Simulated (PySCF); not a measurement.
**What builds the second ionisation energy along group 10**

Calculated with PySCF 2.14 from differences of total energies of unrestricted determinants, without spin-orbit coupling. Each column adds one step, in eV (sums use unrounded values): valence MP2, valence CCSD, valence triples, then the next inner shell at CCSD(T) (Ni 3s 3p, Pd 4s 4p, Pt 5s 5p). References (NIST) marked * lie between the lowest fine-structure levels; the others compare directly ((s) semi-empirical, (t) theoretical).

| element | UHF | + MP2 | + CCSD | + (T) | + inner shell | sum | reference |
| --- | --- | --- | --- | --- | --- | --- | --- |
| Ni [Ar] 3d9 → [Ar] 3d8 (x2c-TZVPPall, spin-free X2C) | 15.019 | 3.192 | -0.753 | 0.175 | 0.242 | 17.875 | 18.169 * |
| Pd [Kr] 4d9 → [Kr] 4d8 (x2c-TZVPPall, spin-free X2C) | 17.432 | 1.942 | -0.300 | 0.100 | 0.019 | 19.192 | 19.43 ± 0.12 (s) * |
| Pt [Xe] 4f14 5d9 → [Xe] 4f14 5d8 (x2c-TZVPPall, spin-free X2C) | 16.940 | 1.737 | -0.209 | 0.116 | 0.057 | 18.642 | 18.56 ± 0.12 * |

What remains against the references is mostly basis incompleteness and, for starred values, spin-orbit coupling.

These are valence bases, so the inner-shell step is incomplete.
